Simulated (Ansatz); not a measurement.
Cost and result for the atomization energy of CH4FO2Si (`CO[SiH]([O])F`) radical (9 atoms, 8 bonds).

```xyz
9

C     0.752    0.314    1.158
O    -0.126    0.701    0.119
Si   -0.743   -0.214   -1.056
O    -1.021    0.721   -2.387
F     0.269   -1.407   -1.341
H     0.181   -0.018    2.029
H     1.422   -0.489    0.841
H     1.348    1.183    1.439
H    -2.081   -0.790   -0.803
```

The species carries charge 0 and has multiplicity 2. The geometry is a stationary point of PBE0-D4/def2-TZVP. It is one conformer, not always the lowest. Program: Ansatz. All runs use 4 threads of an Intel Xeon Platinum 8488C on a shared host. Times are those of one run each, without the atoms' runs, and a repeat can differ threefold. Electronic energies, without spin–orbit coupling; frozen cores. CCSD(T)/CBS adds CCSD(T) − MP2 in def2-TZVPP to the MP2 limit, and its time is that of the two runs behind it. T1 = 0.014; ⟨S²⟩ of the reference is 0.76. B3LYP takes the VWN-RPA correlation (the form of Gaussian; ORCA's B3LYP/G). HSE06 is the plane-wave form, built on full-range PBE exchange.

CCSD(T)/CBS is a level of theory with its own doubt, some kJ/mol a heavy atom from the limit and from the frozen cores, so smaller differences don't rank the functionals.

| level | functions | wall time | atomization (kJ/mol) | difference from CCSD(T)/CBS | per bond |
| --- | --- | --- | --- | --- | --- |
| BLYP-D4/def2-TZVPP | 222 | 4.8 s | 3452.0 | -4.5 | -0.6 |
| PBE-D4/def2-TZVPP (with forces) | 222 | 4.9 s | 3502.5 | 46.0 | 5.8 |
| HSE06-D4/def2-TZVPP | 222 | 9 s | 3422.6 | -33.9 | -4.2 |
| r2SCAN-D4/def2-TZVPP (with forces) | 222 | 9.5 s | 3465.9 | 9.4 | 1.2 |
| CAM-B3LYP-D4/def2-TZVPP | 222 | 10 s | 3473.1 | 16.6 | 2.1 |
| B3LYP-D4/def2-TZVPP (with forces) | 222 | 11 s | 3440.2 | -16.3 | -2.0 |
| r2SCANh-D4/def2-TZVPP | 222 | 12 s | 3434.6 | -21.9 | -2.7 |
| B2PLYP/def2-TZVPP | 222 | 12 s | 3412.7 | -43.8 | -5.5 |
| CCSD(T)/def2-SVP | 94 | 12 s | 3186.8 | -269.7 | -33.7 |
| ωB97X-V/def2-TZVPP | 222 | 21 s | 3459.8 | 3.3 | 0.4 |
| MP2/def2-QZVPP | 418 | 72 s | 3497.6 | 41.1 | 5.1 |
| CCSD(T)/def2-TZVPP | 222 | 12 min | 3354.9 | -101.6 | -12.7 |
| CCSD(T)/CBS(def2) | – | 13 min | 3456.5 | 0.0 | 0.0 |

The D4 term adds +25.3 kJ/mol with B3LYP and +13.2 kJ/mol with PBE0; it sums over pairs of atoms, weighted by their polarisabilities, and B3LYP, whose exchange is more repulsive, gets the larger term. In def2-TZVPP, CCSD(T) changes the Hartree–Fock value by +840.2 kJ/mol (the triples alone add +48.2 kJ/mol) and MP2 by +920.9 kJ/mol; breaking electron pairs costs correlation energy, which Hartree–Fock lacks. From r2SCAN to r2SCAN0 (25 % exact exchange), in def2-TZVPP and without D4, the atomization energy moves by −76.0 kJ/mol: exact exchange takes away binding that semilocal exchange gives to molecules.
